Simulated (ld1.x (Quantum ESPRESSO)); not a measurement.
What the settings do to the ultrasoft potential of molybdenum (Mo)

Base potential:

ld1.x (Quantum ESPRESSO) 7.5 input, shortened:

```
&input
   title='Mo', zed=42., rel=1, dft='PZ', iswitch=3,
   config='[Kr] 4d5 5s0 5p1'
 /
 &inputp
   pseudotype=3, tm=.true., lloc=-1, rcloc=2.75,
   nlcc=.false.
 /
6
5S  1  0   0.00   0.00  2.25  2.80  0.0
5S  1  0   0.00   2.05  2.25  2.80  0.0
4P  2  1   6.00   0.00  1.65  1.95  0.0
5P  3  1   1.00   0.00  1.65  1.95  0.0
4D  3  2   5.00   0.00  1.95  2.20  0.0
4D  3  2   0.00  -0.10  1.95  2.20  0.0
 &test
   configts(1)='4p6 4d5 5s0 5p1'
 /
```

Cutoffs, loose and tight: the cutoffs (Ry, on a coarse ladder) from which the occupation-weighted sum of valence levels, in a spherical-Bessel basis at the reference potential, stays within 10 and 1 mRy of its value at 400 Ry. They do not see the model core or the augmentation charge, which bear on the density cutoff. Test errors are all-electron minus pseudo excitation energies from the reference, over the configurations 4p6 4d5 5s1 5p0; 4p6 4d5 5s0 5p0; 4p6 4d4 5s0 5p0; 4p6 4d4 5s1 5p0; 4p6 4d3 5s0 5p0; 4p6 4d4 5s1 5p1; 4p6 4d2 5s0 5p0 (two spin-polarised tests are not counted in the largest error). A dash means not determined; rows that change the core or the reference have their own tests. The largest error is taken over the tests solved by every variant that gives reliable tests at all: 4p6 4d4 5s0 5p0; 4p6 4d4 5s1 5p0; 4p6 4d5 5s0 5p0; 4p6 4d5 5s1 5p0.

Cutoffs are not given where the Bessel-basis levels miss the radial ones by over 6 mRy, ghosts where they miss by over 20 mRy; a channel whose overlap is not positive is not tested.

```tsv
change	outcome	cutoff, loose	cutoff, tight	bound ghosts	largest test error (meV)
base	generated, misses its reference levels by 0.46 eV	–	–	not determined	+544
waves 5s (bound): rcut 2.25, rcutus 3.18 bohr; 5s channel at 2.05 Ry: rcut 2.25, rcutus 3.18 bohr	generated, misses its reference levels by 0.46 eV	–	–	not determined	+544
wave 4d channel at -0.1 Ry: rcut 1.95, rcutus 2.20 bohr becomes 4d channel at -0.19 Ry: rcut 1.95, rcutus 2.20 bohr	generated, misses its reference levels by 0.46 eV	–	–	not determined	+544
reference 4p6 4d5 5s1 5p0	generated	–	–	not determined	-7.7 over the solved tests; test run stopped at test 3 of 9 (negative rho)
```

What comes out with this change to the base: local potential all-electron potential smoothed inside 1.55 bohr (lloc = -1)?

outcome: generated, overlap not positive; bound ghosts: not determined (overlap not positive); largest test error (meV): +565. A file whose overlap is not positive is unfit for use, and its test errors describe a broken file.

What comes out with this change to the base: local potential all-electron potential smoothed inside 2.50 bohr (lloc = -1)?

outcome: generated, misses its reference levels by 0.51 eV; bound ghosts: not determined; largest test error (meV): +534.

What comes out with this change to the base: waves 4p (bound): rcut 1.12, rcutus 1.18 bohr; 5p (bound): rcut 1.12, rcutus 1.18 bohr?

outcome: generated; cutoff, loose: 50 Ry; cutoff, tight: 100 Ry; bound ghosts: none; largest test error (meV): -17.
